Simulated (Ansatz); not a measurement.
## Nudged elastic band run: BrCl2H3OSn

Input:

```yaml
crystal:
  periodic: [false, false, false]
  atoms:
    - { symbol: Sn, position_ang: [-0.257555, -0.032695, -0.183107] }
    - { symbol: Cl, position_ang: [-0.58823, -0.132575, 2.182513] }
    - { symbol: H, position_ang: [1.388485, -0.252043, -0.592048] }
    - { symbol: O, position_ang: [-0.810401, 1.784209, -0.77738] }
    - { symbol: H, position_ang: [-1.754041, 1.943175, -0.573479] }
    - { symbol: Cl, position_ang: [-1.724577, -1.630994, -1.105419] }
    - { symbol: Br, position_ang: [2.060029, -2.764696, 1.770922] }
    - { symbol: H, position_ang: [1.06689, -1.85238, 2.304399] }
basis:
  gaussian: { orbitals: def2-SVP }
hamiltonian:
  xc: pbe
neb:
  order_check: false
  images: 5
  f_tol: 0.05
  max_iterations: 60
  final_atoms:
    - { symbol: Sn, position_ang: [-0.00903905, -0.68551616, -0.66594393] }
    - { symbol: Cl, position_ang: [0.48686838, 0.87451954, 2.74336397] }
    - { symbol: H, position_ang: [1.52190738, -0.07533771, -1.1676712] }
    - { symbol: O, position_ang: [-1.34493962, 0.6299831, -0.01126907] }
    - { symbol: H, position_ang: [-1.04157942, 0.94254246, 0.87256639] }
    - { symbol: Cl, position_ang: [-1.08156988, -1.76475563, -2.45574199] }
    - { symbol: Br, position_ang: [0.37851664, -2.42849031, 1.15440775] }
    - { symbol: H, position_ang: [0.47043555, -0.43094429, 2.55668907] }
  initial_path:
    images:
      - { positions_ang: [[-0.257555, -0.032695, -0.183107], [-0.58823, -0.132575, 2.182513], [1.388485, -0.252043, -0.592048], [-0.810401, 1.784209, -0.77738], [-1.754041, 1.943175, -0.573479], [-1.724577, -1.630994, -1.105419], [2.060029, -2.764696, 1.770922], [1.06689, -1.85238, 2.304399]] }
      - { positions_ang: [[-0.16797294, -0.01950421, -0.11896816], [-0.39089305, -0.10867487, 2.37783129], [1.47662574, -0.17622569, -0.58357558], [-0.82875069, 1.73844124, -0.7201442], [-1.77892513, 1.77824872, -0.6608533], [-1.54170548, -1.72301544, -1.01815297], [1.71122442, -2.69866428, 1.4674104], [0.90099712, -1.72860448, 2.2828535]] }
      - { positions_ang: [[-0.07839087, -0.00631342, -0.05482931], [-0.19355609, -0.08477473, 2.57314958], [1.56476649, -0.10040838, -0.57510315], [-0.84710038, 1.69267348, -0.66290839], [-1.80380926, 1.61332243, -0.7482276], [-1.35883395, -1.81503687, -0.93088693], [1.36241983, -2.63263255, 1.16389881], [0.73510423, -1.60482896, 2.26130799]] }
      - { positions_ang: [[0.01119119, 0.00687737, 0.00930953], [0.00378086, -0.0608746, 2.76846788], [1.65290723, -0.02459107, -0.56663073], [-0.86545006, 1.64690572, -0.60567259], [-1.82869339, 1.44839615, -0.8356019], [-1.17596243, -1.90705831, -0.8436209], [1.01361525, -2.56660083, 0.86038721], [0.56921135, -1.48105344, 2.23976249]] }
      - { positions_ang: [[0.00444778, -0.22392047, -0.21577495], [0.16481003, 0.25092345, 2.76009991], [1.60924061, -0.04150662, -0.76697755], [-1.02527992, 1.30793151, -0.40753808], [-1.56632206, 1.27977825, -0.26621247], [-1.14449824, -1.85962408, -1.38099459], [0.80191572, -2.52056399, 0.95839406], [0.53628608, -1.13101706, 2.34540468]] }
      - { positions_ang: [[-0.00229564, -0.45471832, -0.44085944], [0.32583921, 0.5627215, 2.75173194], [1.565574, -0.05842217, -0.96732438], [-1.18510977, 0.9689573, -0.20940358], [-1.30395074, 1.11116036, 0.30317696], [-1.11303406, -1.81218986, -1.91836829], [0.59021618, -2.47452715, 1.05640091], [0.50336082, -0.78098067, 2.45104688]] }
      - { positions_ang: [[-0.00903905, -0.68551616, -0.66594393], [0.48686838, 0.87451954, 2.74336397], [1.52190738, -0.07533771, -1.1676712], [-1.34493962, 0.6299831, -0.01126907], [-1.04157942, 0.94254246, 0.87256639], [-1.08156988, -1.76475563, -2.45574199], [0.37851664, -2.42849031, 1.15440775], [0.47043555, -0.43094429, 2.55668907]] }
```

Launched with:

```bash
$ ansatz run input.yaml --threads 4 --pin off --max-ram 5120MiB --backend cpu --events-out ev --progress --plain --runs-dir out
```

Output, in part (warnings, iteration lines, the closing report on the highest movable image, with atoms numbered from 0):

```
NEB end point (image 0): max|allowed force component| = 2.199e-2 eV/Å (the criterion of neb.relax_end_points is 1.000e-2)
NEB end point (image 6): max|allowed force component| = 2.600e-3 eV/Å (the criterion of neb.relax_end_points is 1.000e-2)
NEB iter   1: max|band force component| = 1.217e2 eV/Å  barrier→ = 15.8195 eV  barrier← = 15.9668 eV  Δτ_max = 0.2000 Å  (218 SCF iters)
NEB iter   2: max|band force component| = 2.767e1 eV/Å  barrier→ = 3.6225 eV  barrier← = 3.7698 eV  Δτ_max = 0.2000 Å  (162 SCF iters)
NEB iter   3: max|band force component| = 1.722e1 eV/Å  barrier→ = 1.6332 eV  barrier← = 1.7805 eV  Δτ_max = 0.2000 Å  (153 SCF iters)
NEB iter   4: max|band force component| = 6.331e0 eV/Å  barrier→ = 0.5509 eV  barrier← = 0.6982 eV  Δτ_max = 0.2000 Å  (153 SCF iters)
NEB iter   5: max|band force component| = 2.752e0 eV/Å  barrier→ = 0.4333 eV  barrier← = 0.5806 eV  Δτ_max = 0.1536 Å  (152 SCF iters)
NEB iter   6: max|band force component| = 1.699e0 eV/Å  barrier→ = 0.3891 eV  barrier← = 0.5365 eV  Δτ_max = 0.1990 Å  (141 SCF iters)
NEB iter   7: max|band force component| = 1.889e0 eV/Å  barrier→ = 0.3896 eV  barrier← = 0.5369 eV  Δτ_max = 0.1001 Å  (144 SCF iters)
NEB iter   8: max|band force component| = 1.946e0 eV/Å  barrier→ = 0.4082 eV  barrier← = 0.5555 eV  Δτ_max = 0.0501 Å  (142 SCF iters)
NEB iter   9: max|band force component| = 1.204e0 eV/Å  barrier→ = 0.4079 eV  barrier← = 0.5552 eV  Δτ_max = 0.1002 Å  (140 SCF iters)
NEB iter  10: max|band force component| = 3.143e-1 eV/Å  barrier→ = 0.4084 eV  barrier← = 0.5557 eV  CI = image 2  Δτ_max = 0.2000 Å  (139 SCF iters)
NEB iter  11: max|band force component| = 3.124e-1 eV/Å  barrier→ = 0.4892 eV  barrier← = 0.6365 eV  CI = image 2  Δτ_max = 0.1025 Å  (152 SCF iters)
NEB iter  12: max|band force component| = 5.323e-1 eV/Å  barrier→ = 0.5047 eV  barrier← = 0.6520 eV  CI = image 2  Δτ_max = 0.0506 Å  (143 SCF iters)
NEB iter  13: max|band force component| = 2.885e-1 eV/Å  barrier→ = 0.4994 eV  barrier← = 0.6468 eV  CI = image 2  Δτ_max = 0.0502 Å  (138 SCF iters)
NEB iter  14: max|band force component| = 1.260e-1 eV/Å  barrier→ = 0.4983 eV  barrier← = 0.6456 eV  CI = image 2  Δτ_max = 0.0999 Å  (136 SCF iters)
NEB iter  15: max|band force component| = 2.011e-1 eV/Å  barrier→ = 0.4997 eV  barrier← = 0.6471 eV  CI = image 2  Δτ_max = 0.0499 Å  (140 SCF iters)
NEB iter  16: max|band force component| = 1.636e-1 eV/Å  barrier→ = 0.5008 eV  barrier← = 0.6481 eV  CI = image 2  Δτ_max = 0.0499 Å  (135 SCF iters)
NEB iter  17: max|band force component| = 9.420e-2 eV/Å  barrier→ = 0.5005 eV  barrier← = 0.6478 eV  CI = image 2  Δτ_max = 0.0995 Å  (136 SCF iters)
NEB iter  18: max|band force component| = 1.038e-1 eV/Å  barrier→ = 0.5003 eV  barrier← = 0.6476 eV  CI = image 2  Δτ_max = 0.0995 Å  (138 SCF iters)
NEB iter  19: max|band force component| = 1.681e-1 eV/Å  barrier→ = 0.5003 eV  barrier← = 0.6476 eV  CI = image 2  Δτ_max = 0.0498 Å  (129 SCF iters)
NEB iter  20: max|band force component| = 1.765e-1 eV/Å  barrier→ = 0.5003 eV  barrier← = 0.6476 eV  CI = image 2  Δτ_max = 0.0250 Å  (125 SCF iters)
NEB iter  21: max|band force component| = 1.047e-1 eV/Å  barrier→ = 0.5002 eV  barrier← = 0.6476 eV  CI = image 2  Δτ_max = 0.0250 Å  (126 SCF iters)
NEB iter  22: max|band force component| = 5.823e-2 eV/Å  barrier→ = 0.5002 eV  barrier← = 0.6475 eV  CI = image 2  Δτ_max = 0.0250 Å  (127 SCF iters)
NEB iter  23: max|band force component| = 4.461e-2 eV/Å  barrier→ = 0.5002 eV  barrier← = 0.6475 eV  CI = image 2  Δτ_max = 0.0081 Å  (245 SCF iters)
NEB iter  24: max|band force component| = 4.461e-2 eV/Å  barrier→ = 0.5001 eV  barrier← = 0.6474 eV  CI = image 2  Δτ_max = 0.0000 Å  (56 SCF iters)
Total energy: -102979.98412052 eV, -3784.4446140887 hartree
Atom 0 at     0.143760    -0.309519    -0.167800 Å, force    -0.003785     0.005157    -0.002428 eV/Å
Atom 1 at    -0.171145     0.049479     2.490589 Å, force    -0.002790    -0.000630     0.000020 eV/Å
Atom 2 at     1.704770     0.079153    -0.774097 Å, force    -0.000751    -0.000173    -0.000837 eV/Å
Atom 3 at    -0.787954     1.445908    -0.410190 Å, force     0.000777    -0.009656     0.001732 eV/Å
Atom 4 at    -1.757156     1.333902    -0.338369 Å, force     0.003206     0.005407    -0.000161 eV/Å
Atom 5 at    -1.403485    -1.722169    -1.280586 Å, force     0.000438    -0.000102     0.001007 eV/Å
Atom 6 at     1.165041    -2.535636     1.205881 Å, force     0.002025     0.000819     0.001062 eV/Å
Atom 7 at     0.486769    -1.279116     2.300973 Å, force     0.000880    -0.000822    -0.000395 eV/Å
Dipole moment:     0.032575     0.136608     0.064406 e Å
```

The run converged. The band force fell under the threshold earlier too, but the program's further tests of the path sent the band on. A vibrational analysis at the climbing image gives one clearly imaginary mode, 166i cm⁻¹, and a faint second one (15i cm⁻¹) that may be numerical noise or a soft torsion: probably a first-order saddle point. The orbitals stay closed-shell, which can raise the energy where a bond breaks towards radicals; this wasn't checked here.

Final band (atoms are numbered from 1 in the order of the input):

```json
{"image": "0", "path coordinate (Å)": "0.00", "energy (kcal/mol)": "0.0", "Sn1–Cl2 (Å)": "2.39", "Br7–H8 (Å)": "1.45", "Sn1–Br7 (Å)": "4.08"}
{"image": "1", "path coordinate (Å)": "1.06", "energy (kcal/mol)": "1.5", "Sn1–Cl2 (Å)": "2.42", "Br7–H8 (Å)": "1.46", "Sn1–Br7 (Å)": "3.52"}
{"image": "2", "path coordinate (Å)": "2.12", "energy (kcal/mol)": "11.5", "Sn1–Cl2 (Å)": "2.70", "Br7–H8 (Å)": "1.80", "Sn1–Br7 (Å)": "2.81"}
{"image": "3", "path coordinate (Å)": "3.13", "energy (kcal/mol)": "5.9", "Sn1–Cl2 (Å)": "3.44", "Br7–H8 (Å)": "2.23", "Sn1–Br7 (Å)": "2.59"}
{"image": "4", "path coordinate (Å)": "4.14", "energy (kcal/mol)": "-0.6", "Sn1–Cl2 (Å)": "4.12", "Br7–H8 (Å)": "2.40", "Sn1–Br7 (Å)": "2.54"}
{"image": "5", "path coordinate (Å)": "5.16", "energy (kcal/mol)": "-3.3", "Sn1–Cl2 (Å)": "4.11", "Br7–H8 (Å)": "2.43", "Sn1–Br7 (Å)": "2.55"}
{"image": "6", "path coordinate (Å)": "6.19", "energy (kcal/mol)": "-3.4", "Sn1–Cl2 (Å)": "3.78", "Br7–H8 (Å)": "2.44", "Sn1–Br7 (Å)": "2.55"}
```

Run time: 2.8 min on 4 threads of AMD EPYC 7R43 64-Core Processor (Zen 3), with other jobs on the host, peak memory 0.21 GiB.
